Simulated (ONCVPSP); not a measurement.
**Before and after: ONCV potential for Nb**

- Element: niobium (Nb)
- Generator: ONCVPSP 4.0.1
- Type: optimised norm-conserving Vanderbilt (ONCV)
- Functional: PBE
- Relativity: fully relativistic
- Frozen core: [Ar] 3d10
- Valence charge: 13
- Reference configuration: 4s2 4p6 4d4 5s0.75 5p0.25
- Partial waves: 4s+5s: rc 2.15 bohr, ncon 3, nbas 8, qcut 7 1/bohr, 2 projectors; 4p+5p: rc 2.10 bohr, ncon 5, nbas 8, qcut 7.9 1/bohr, 2 projectors; 4d: rc 2.30 bohr, ncon 4, nbas 9, qcut 7.4 1/bohr, 2 projectors, debl 2.4 Ha; f scattering state at 0.08 Ha: rc 1.85 bohr, ncon 3, nbas 7, qcut 6.4 1/bohr, 3 projectors, debl 1.4 Ha
- Local potential: polynomial inside 1.65 bohr (lpopt 4, dvloc0 -1 Ha)
- Core correction: Teter function, fcfact 5.5, rcfact 1.5

Open shells are filled in proportion to 2j + 1.

Change: all radii but the core radius scaled by about 1.33 (s 2.86, p 2.80, d 3.06, f 2.46 bohr); local potential polynomial inside 2.20 bohr (lpopt 4, dvloc0 -1 Ha).

Cutoffs: the cutoffs (Ha) at which the residual kinetic energy of the hardest occupied pseudo-wave falls to 1 and 0.1 mHa per electron; they do not see the model core or the augmentation charge, which bear on the density cutoff. Errors are all-electron minus pseudo energies relative to the spin-unpolarised reference configuration.

Question: How do hardness, ghosts and transferability respond?

Answer: The potential gets softer (16 Ha and 22 Ha → 11 Ha and 13 Ha); of the 3 tests that both files solve, the error grows in 1 and shrinks in 1 by more than 15 % and 0.3 meV (median size 0.3 → 0.5 meV); neither file shows a bound ghost. A larger radius leaves more room for a smooth pseudo-wave, so fewer plane waves are needed.

```tsv
quantity	base	changed
cutoff, loose	16 Ha	11 Ha
cutoff, tight	22 Ha	13 Ha
loose cutoff by channel	s 13 Ha, p 15 Ha, d 16 Ha	s 5.7 Ha, p 11 Ha, d 11 Ha
bound ghosts	none	none
GHOST(+) flags under 300 eV	none	none
tests with a reliable result	3 of 4	3 of 4
error for 4s2 4p6 4d4 5s1 5p0, meV [ΔE -0.72 eV]	-0.1	-0.1
error for 4s2 4p6 4d4 5s0 5p0, meV [ΔE 5.92 eV]	-0.8	-0.5
error for 4s2 4p6 4d4.5 5s0.5 5p0, meV [ΔE -0.16 eV]	-0.3	+1.2
rms error of d²Exc/dni dnj with the model core, mHa	2.82	2.80
```
